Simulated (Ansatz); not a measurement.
An input meant for V₂O₇H₄ (charge 0, singlet; atoms displaced at random, 0.08 Å in each coordinate).

```yaml
crystal:
  periodic: [false, false, false]
  atoms:
    - {symbol: V, position_ang: [0.485100, -0.138506, -1.976412]}
    - {symbol: V, position_ang: [0.194838, 0.401539, 0.613670]}
    - {symbol: O, position_ang: [-0.962397, -0.078118, -0.585531]}
    - {symbol: O, position_ang: [0.553847, 1.189118, -2.746811]}
    - {symbol: O, position_ang: [0.863008, -1.550346, -2.779416]}
    - {symbol: O, position_ang: [1.185812, 0.635485, -0.175676]}
    - {symbol: O, position_ang: [-1.567744, -0.378886, 1.791897]}
    - {symbol: O, position_ang: [-0.247926, 1.684400, 1.305894]}
    - {symbol: O, position_ang: [2.046055, -1.152728, -1.837159]}
    - {symbol: H, position_ang: [0.123438, 2.586866, 1.227347]}
    - {symbol: H, position_ang: [-1.551881, -1.272415, 2.568279]}
    - {symbol: H, position_ang: [0.594701, -0.907704, 1.658380]}
    - {symbol: H, position_ang: [-2.239115, -0.805976, 1.144698]}
basis:
  gaussian: {orbitals: def2-mTZVPP, final_grid: {core_spheres: 8, valence_spheres: 7, degree: 23}}
magnetization: {spin_polarized: true, initial_magnetization: 0}
hamiltonian: {xc: {name: SPW92}}
scf: {lower_state_search: light}
relax: {f_tol: 0.001, max_steps: 3}
output: {forces: true}
```

```sh
$ ansatz run in.yaml --threads 4 --pin off --events-out ev --progress --plain --max-ram 8704MiB
```

Output, abridged:

```
Functional definition: SPW92
2005 factors; their error is unknown
mean field evaluation 1: about -65527.5851 eV, gradient 9.7e1 eV
mean field evaluation 2: about -64862.4840 eV, gradient 4.4e2 eV
mean field evaluation 4: about -65458.2276 eV, gradient 1.7e2 eV
mean field evaluation 8: about -65557.1222 eV, gradient 1.5e-1 eV
mean field evaluation 16: about -65544.4840 eV, gradient 2.1e1 eV
mean field -65557.12245437 eV, -2409.1798139844 hartree, gradient 2.2e-5 eV, S^2 0.000000; 3 other end points of the search recorded, 0 dependent functions left out
reference -65557.12252657 eV, -2409.1798166380 hartree; 53, 53 occupied and 201, 201 virtual orbitals, 2005 factors
relax step   1: F+E_penalty+E_count = -65557.12245437 eV  Δ(F+E_penalty+E_count) = +0.000e0 eV  max|allowed force component| = 2.894e1 eV/Å  Δτ_max = 0.0000 Å  (104 SCF iters, accepted)
2005 factors; their error is unknown
mean field evaluation 32: about -65563.6108 eV, gradient 2.0e-3 eV
mean field -65563.61084267 eV, -2409.4182578566 hartree, gradient 1.2e-5 eV, S^2 0.000000; 0 other end points of the search recorded, 0 dependent functions left out
reference -65563.61091187 eV, -2409.4182603996 hartree; 53, 53 occupied and 201, 201 virtual orbitals, 2005 factors
relax step   2: F+E_penalty+E_count = -65563.61084267 eV  Δ(F+E_penalty+E_count) = -6.488e0 eV  max|allowed force component| = 9.441e0 eV/Å  Δτ_max = 0.1986 Å  (49 SCF iters, accepted)
2005 factors; their error is unknown
mean field -65565.08343267 eV, -2409.4723745408 hartree, gradient 1.5e-5 eV, S^2 0.000000; 0 other end points of the search recorded, 0 dependent functions left out
reference -65565.08350014 eV, -2409.4723770202 hartree; 53, 53 occupied and 201, 201 virtual orbitals, 2005 factors
relax step   3: F+E_penalty+E_count = -65565.08343267 eV  Δ(F+E_penalty+E_count) = -1.473e0 eV  max|allowed force component| = 1.793e0 eV/Å  Δτ_max = 0.1927 Å  (50 SCF iters, accepted)
Error: geometry relaxation did not converge after 3 steps: max|allowed force component| = 1.79e0 eV/Å (threshold 1.0e-3). Raise `relax.max_steps` over both its present limit and 3, loosen `relax.f_tol`, or start from a geometry closer to equilibrium. Where this run's directory can be resumed (`checkpoint.write`), a resume goes on for up to `relax.max_steps` more
```

In this input the relaxation is allowed too few steps for its threshold. The SCF steps converged, but the relaxation ran out of steps.
